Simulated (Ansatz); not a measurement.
HfTe₂. The state is a triplet with charge 0. Geometry B3LYP-D4/def2-TZVP, that of the charge +1 doublet; atoms count from 1.

```xyz
3

Hf    0.291   -1.159    0.045
Te    1.640    1.021   -0.172
Te   -1.931    0.137    0.127
```

In the def2 sets Hf, Te take a core potential; there is no spin–orbit coupling. At PBE0-D4/def2-TZVP a singlet of charge 0 lies 0.15 eV below the triplet at the same geometry. Another isomer (doublet) lies 0.05 eV lower at PBE0-D4/def2-TZVP.

**Question.** Estimate the Mulliken populations from the PBE0/def2-TZVP orbitals of Ansatz.

**Answer.** 
| atom | charge (e) | spin (α − β) | d electrons |
| --- | --- | --- | --- |
| Hf1 | 0.47 | 1.03 | 2.27 |
| Te2 | -0.23 | 0.49 | – |
| Te3 | -0.23 | 0.49 | – |
Mulliken values and Mayer orders depend strongly on the basis.

**Question.** Where does the spin sit?

**Answer.** Summed by element: Hf 1.03, Te 0.97, of 2 unpaired in all. Largest on single atoms: Hf1 1.03, Te2 0.49, Te3 0.49.

**Question.** And the Mayer bond orders between bonded heavy atoms (over 0.3)?

**Answer.** Hf1–Te2 1.89 (2.57 Å); Hf1–Te3 1.89 (2.57 Å). Values over 0.3 also appear between atoms too far apart for a bond (Te2–Te3 0.30 at 3.69 Å); they arise where an orbital or an unpaired electron spreads over both atoms.
